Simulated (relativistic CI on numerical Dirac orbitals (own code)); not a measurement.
## Ir⁴⁺: L2,3 absorption edge

Computed with this model: Dirac-Coulomb-Breit CI, separate exchange-only KLI orbitals for each configuration, model QED, valence Slater integrals scaled by 0.8, multiplet model of core-to-valence dipole absorption; configurations [Xe] 4f14 5d5 → [He] 2s2 2p5 3s2 3p6 3d10 4s2 4p6 4d10 4f14 5s2 5p6 5d6; 10 K; Lorentzian 5 eV and Gaussian 1 eV FWHM. Energies are those of the free ion, without screening or charge transfer. The branching ratio is the share of the lower-energy edge in the whole absorption, uncertain by about 0.02 where the edges overlap. S is read from ⟨S²⟩ = S(S + 1).

Field parameters in Wybourne normalisation: Td as Oh with Dq negative (B⁴₀ = 21Dq, B⁴₄ = √(5/14) B⁴₀). The field is a parameter set, without covalency.

Case free ion, the dichroism is that of the ground state at zero temperature, magnetised by exchange field 10 meV on Sz. The dichroism I(Δm = −1) − I(Δm = +1), over the sum of the three polarisations, integrates to -0.1168 on the lower edge and 0.0766 on the upper edge. The branching ratio is 0.821.

Task: Use the orbital sum rule with 5 holes to get ⟨Lz⟩.

Result: For a p → d edge ⟨Lz⟩ = 2 × n_h × (sum of both integrals) in this sign convention = -0.40; the ground state itself has ⟨Lz⟩ = -0.17 and ⟨Sz⟩ = -2.33. The rule assumes one radial integral for both edges, which relativistic orbitals only approach.
